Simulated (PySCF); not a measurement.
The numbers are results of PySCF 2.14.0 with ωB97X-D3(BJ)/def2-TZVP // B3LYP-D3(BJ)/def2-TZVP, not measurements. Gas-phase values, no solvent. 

Reference species (SMILES): `CB(C)C` (neutral, multiplicity 1).

| Property | Value |
|---|---|
| dipole moment | 0.08 D |

Changed species: `[SiH3]B([SiH3])[SiH3]` (whole molecule; the reference has whole molecule).

**Question.** What does the change do to the dipole moment?

**Answer.** the dipole moment hardly moves.
